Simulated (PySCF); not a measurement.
## Working out the ionisation energy of Ge

Ge [Ar] 3d10 4s2 4p2 (3P) → Ge⁺ [Ar] 3d10 4s2 4p1 (2P). All numbers are calculated (PySCF 2.14, scalar relativity by spin-free X2C-1e, in aug-cc-pVDZ-DK). Frozen: [Ar] 3d10. Energies in hartree (1 hartree = 27.21139 eV):

```
            part    Ge (lower)   Ge⁺ (upper)
             UHF  -2096.959641  -2096.687206
CCSD correlation     -0.057002     -0.046217
             (T)     -0.000902     -0.000457
```

Q: What does Hartree-Fock give?

A: (-2096.687206) − (-2096.959641) = 0.272435 hartree = 7.413 eV.

Q: What do CCSD and CCSD(T) give?

A: The CCSD correlation energies differ by 0.010785 hartree = 0.293 eV and the triples by 0.000445 hartree = 0.012 eV, so CCSD gives 7.706 eV and CCSD(T) 7.718 eV.

Measured between the centres of the two terms (NIST): 7.925 eV, so CCSD(T) (valence) is off by -0.207 eV.

A double-zeta basis recovers only part of the correlation energy.

What remains against the reference includes basis incompleteness, the frozen core and higher excitations.
